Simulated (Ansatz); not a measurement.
Consider the ligand exchange at the Si–C bond: `C=NBC[SiH3]` + CH₃NH₂ → `CN[SiH3]` + `C=NBC`.

Gas-phase electronic energies from Ansatz, PBE0-D4/def2-TZVP geometries. CCSD(T)/CBS adds triple-zeta CCSD(T) − MP2 to the extrapolated MP2 energy (def2 sets, frozen cores). DFT in def2-TZVPP. B3LYP here is the variant with VWN-RPA as its local correlation; programs differ in this. HSE06 is defined as in plane-wave codes. One conformer a species, not always the lowest.

```csv
level,ΔE (kJ/mol),difference from CCSD(T)/CBS
LDA (SPW92),-37.0,0.8
PBE-D4,-33.2,4.6
revPBE-D4,-33.2,4.6
BLYP-D4,-40.9,-3.1
B97M-V,-39.4,-1.6
PBE0-D4,-34.5,3.3
B3LYP-D4,-41.7,-3.9
r2SCANh-D4,-38.0,-0.2
r2SCAN0-D4,-38.3,-0.5
HSE06-D4,-34.4,3.4
BHLYP-D4,-44.0,-6.2
CAM-B3LYP-D4,-44.1,-6.3
ωB97M-V,-38.8,-1.0
B2PLYP,-42.4,-4.6
PBE-QIDH,-37.3,0.5
PBE,-34.5,3.3
revPBE,-33.7,4.1
BLYP,-42.8,-5.0
r2SCAN,-38.4,-0.6
PBE0,-35.8,2.0
B3LYP,-43.6,-5.8
r2SCANh,-38.6,-0.8
r2SCAN0,-39.0,-1.2
HSE06,-35.7,2.1
CAM-B3LYP,-45.5,-7.7
RPA@PBE/def2-TZVPP,-36.4,1.4
HF/def2-SVP,-45.9,-8.1
MP2/def2-SVP,-38.0,-0.2
CCSD/def2-SVP,-38.3,-0.5
CCSD(T)/def2-SVP,-36.9,0.9
HF/def2-TZVPP,-49.0,-11.2
MP2/def2-TZVPP,-38.6,-0.8
SCS-MP2/def2-TZVPP,-41.0,-3.2
CCSD/def2-TZVPP,-39.2,-1.4
CCSD(T)/def2-TZVPP,-37.4,0.4
HF/def2-QZVPP,-49.6,-11.8
MP2/def2-QZVPP,-39.1,-1.3
HF/CBS(def2),-49.7,-11.9
MP2/CBS(def2),-39.0,-1.2
CCSD/CBS(def2),-39.6,-1.8
CCSD(T)/CBS,-37.8,0
```

Largest T1 diagnostic among the species: 0.014.

Leaving LDA and LC-ωPBE aside and taking each functional with its dispersion term where it has one, the values spread over 10.9 kJ/mol, from CAM-B3LYP-D4 to revPBE-D4. From BLYP to BHLYP (50 % exact exchange), in def2-TZVPP and without D4, ΔE moves by −3.3 kJ/mol.
